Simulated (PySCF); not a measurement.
SnClI3, SMILES [Cl][Sn]([I])([I])[I].

The structure is a stationary point at B3LYP-D3(BJ)/def2-SVP. The def2 effective core potentials stand for the cores of I, Sn; spin–orbit coupling is left out.

Two levels are set side by side: TDDFT-PBE/def2-SVPD (PySCF) and TDDFT-CAM-B3LYP/def2-SVPD (PySCF). Vertical, same geometry. The lowest singlet is HOMO→LUMO 100 % with PBE and HOMO→LUMO 97 % with the other functional; states are paired by order. Differences are taken from unrounded values.

```csv
quantity,TDDFT-CAM-B3LYP
lowest singlet excitation (eV),3.17
lowest triplet excitation (TDA) (eV),2.82
```

**Question.** What does TDDFT-PBE give, and how far is it from TDDFT-CAM-B3LYP? (An estimate is asked for; the answer gives what the named calculation found.)

**Answer.** 
```
quantity                              TDDFT-PBE  TDDFT-PBE minus TDDFT-CAM-B3LYP
------------------------------------  ---------  -------------------------------
lowest singlet excitation (eV)             2.33                            -0.83
lowest triplet excitation (TDA) (eV)       2.08                            -0.74
```

A lower first singlet is the usual sign of a functional without exact exchange. Differences between two approximate levels are no errors against the true value.

Rough cost on one machine, each run with all the roots and properties that it gave: TDDFT-CAM-B3LYP against TDDFT-PBE about 10 times.
